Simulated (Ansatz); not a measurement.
C3H11NSSi (SMILES CS[SiH2]N(C)C), singlet, at a GFN2-xTB geometry, with bond 17-6 at 1.8 times its length; SC-NEVPT2/STO-3G, CASSCF(4,5) in Ansatz (an electronic-structure program).

Input for Ansatz:
Ansatz 0.2 input:
```yaml
crystal:
  periodic: [false, false, false]
  atoms:
    - {symbol: Si, position_ang: [0.11948168, -0.76059667, -0.15571412]}
    - {symbol: S, position_ang: [1.35739322, 0.92454562, 0.37587802]}
    - {symbol: C, position_ang: [2.98024098, 0.10135703, 0.40847302]}
    - {symbol: N, position_ang: [-1.54572914, -0.39607774, -0.28428381]}
    - {symbol: C, position_ang: [-2.08194813, 0.27792578, -1.43998807]}
    - {symbol: C, position_ang: [-2.36928705, -0.22216735, 0.88584492]}
    - {symbol: H, position_ang: [0.26322166, -1.75230283, 0.90554404]}
    - {symbol: H, position_ang: [0.56197869, -1.22635214, -1.46615870]}
    - {symbol: H, position_ang: [3.20084156, -0.30715791, -0.57260214]}
    - {symbol: H, position_ang: [3.71310085, 0.85595367, 0.67204226]}
    - {symbol: H, position_ang: [2.97277175, -0.68842408, 1.15297439]}
    - {symbol: H, position_ang: [-1.46372338, 0.06811251, -2.30867866]}
    - {symbol: H, position_ang: [-3.09618835, -0.08226759, -1.63413645]}
    - {symbol: H, position_ang: [-2.12430740, 1.36346062, -1.29450980]}
    - {symbol: H, position_ang: [-2.43021025, 0.82977331, 1.18749648]}
    - {symbol: H, position_ang: [-1.96076927, -0.79702188, 1.71259352]}
    - {symbol: H, position_ang: [-4.19159692, -0.86320342, 0.50702981]}
basis:
  gaussian:
    orbitals: STO-3G
magnetization: {spin_polarized: false}
correlation: {method: sc_nevpt2, electrons: all, active_space: {window: {electrons: 4, orbitals: 5}}}
```

It wrote (shortened):

```
Functional definition: HF
630 factors; integrals over basis functions are off by at most 3.7e-5 eV
mean field evaluation 1: about -23152.9485 eV, gradient 2.4e1 eV
mean field evaluation 2: about -23153.2222 eV, gradient 2.4e1 eV
mean field evaluation 4: about -23156.1706 eV, gradient 2.3e0 eV
mean field evaluation 8: about -23156.1963 eV, gradient 6.3e-4 eV
mean field -23156.19630895 eV, -850.9745185202 hartree, gradient 1.5e-6 eV, S^2 0.000000; 0 other end points of the search recorded, 0 dependent functions left out; unrestricted orbitals would lower it
reference -23156.19630895 eV, -850.9745185202 hartree; 33, 33 occupied and 16, 16 virtual orbitals, 630 factors
state -23159.01763385 eV, -851.0782002981 hartree
state -23159.01763385 eV, -851.0782002981 hartree; corrected -23165.57311478 eV, -851.3191097786 hartree
state -23158.85298956 eV, -851.0721497320 hartree
state -23158.85298956 eV, -851.0721497320 hartree; corrected -23165.53926380 eV, -851.3178657781 hartree
state -23159.01763385 eV, -851.0782002981 hartree; corrected -23165.57311478 eV, -851.3191097786 hartree
Total energy: -23165.57311478 eV, -851.3191097786 hartree
```
